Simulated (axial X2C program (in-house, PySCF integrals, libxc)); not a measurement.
## KGe: cheaper levels and CCSD(T), two-component

Calculated with an in-house all-electron X2C program for linear molecules (integrals from PySCF). Two-component (2c) means X2C with spin–orbit coupling and atomic mean-field two-electron Coulomb and Gaunt terms. Basis: Ge dyall-cv3z [9s9p7d4f1g], K dyall-cv3z [11s12p6d3f] (cores contracted in-house); Gaussian nuclei, density fitting, unrestricted open shells. Masses: Ge 73.921 u, K 38.964 u.

State: Ω = 3/2 (⟨Sz⟩ = 1.50, ⟨Lz⟩ = 0.00 at HF); fragments Ge + K.

```csv
level,Re (Å),ωe (cm⁻¹)
PBE0,3.063,158.2
HF,3.171,153.7
MP2,3.078,163.8
CCSD,3.097,161.8
PBE,3.074,151.7
```

Correlated methods: 13 electrons correlated (number of frozen shells: Ge 3 s, 2 p, 1 d; K 2 s, 1 p), 275 virtual spin orbitals or spinors in MP2, 90 natural virtuals in coupled cluster.

CCSD(T), same Hamiltonian and basis:

Re = 3.090 Å, ωe = 162.5 cm⁻¹; T1 = 0.007 (Lee–Taylor normalisation).

(1) Give the differences from CCSD(T) in the columns below.

Occupations by symmetry block were frozen at the best pattern of an incomplete PBE0 search. De is not given where an atomic determinant may have missed its ground term or J level, or where the truncated virtual space spoils (T). Density functionals use the spin component along the axis (collinear). Coupled cluster ran in a truncated set of natural virtual spinors; the MP2 energy of the rest was added. (T) has no such correction and the atoms are truncated less, which lowers De at CCSD(T) by a hundredth of an eV or more. Other states lie close and PBE0, whose exact exchange favours high spin, may order them wrongly; the determinant shown need not be the ground state. The nearest other 2c determinant of the search, Ω = 1/2, lies 0.51 eV up at the distance of the search. The functionals have no current-density term, which raises determinants with orbital currents, atoms included. With several unpaired electrons one determinant need not be a pure state. This is the top spin component of a Σ state; components of lower Ω are not single determinants and can lie lower. With the outer-core shells frozen, correlated bond lengths of heavy atoms tend to come out a few hundredths of an ångström too long.

## Answers

(1) 

```json
{"level": "PBE0", "ΔRe (Å)": "-0.027", "Δωe (cm⁻¹)": "-4.3"}
{"level": "HF", "ΔRe (Å)": "0.081", "Δωe (cm⁻¹)": "-8.8"}
{"level": "MP2", "ΔRe (Å)": "-0.012", "Δωe (cm⁻¹)": "1.3"}
{"level": "CCSD", "ΔRe (Å)": "0.007", "Δωe (cm⁻¹)": "-0.7"}
{"level": "PBE", "ΔRe (Å)": "-0.016", "Δωe (cm⁻¹)": "-10.8"}
```
